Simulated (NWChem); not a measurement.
C$_{3}$H$_{4}$F$_{2}$; SMILES FC1(F)CC1

All runs: NWChem. Medium grid unless said otherwise, to which SCAN and Minnesota functionals are sensitive. Coordinates come from a PBE0/def2-SVP optimisation. Hybrids' shares of exact exchange are those that their runs print; pure functionals count as 0. The functionals differ in more than this share.

```
row                 share of exact exchange  highest occupied level (eV)
------------------  -----------------------  ---------------------------
PBE/def2-SVP                           0.00                        -6.54
r2SCAN/def2-SVP                        0.00                        -6.94
B3LYP/def2-SVP                         0.20                     withheld
r2SCAN0/def2-SVP                       0.25                        -8.45
BHandHLYP/def2-SVP                     0.50                        -9.72
M05-2X/def2-SVP                        0.56                        -9.76
```

Q: Fit a straight line of the last column on the one before it, predict the withheld value, and compare with the run.

A: 
1. Means of the 5 shown rows: x = 0.262, y = -8.282. Slope Σ(x − x̄)(y − ȳ)/Σ(x − x̄)² = -1.589/0.2829 = -5.616; intercept -6.811.
2. The shown rows scatter about the line by 0.197 (root mean square); the largest residual is +0.27, at PBE/def2-SVP.
3. At x = 0.20 (B3LYP/def2-SVP; inside the shown range) the line gives -7.93.
4. The run gives -7.91, +0.02 from the line, 0.1 times the scatter.
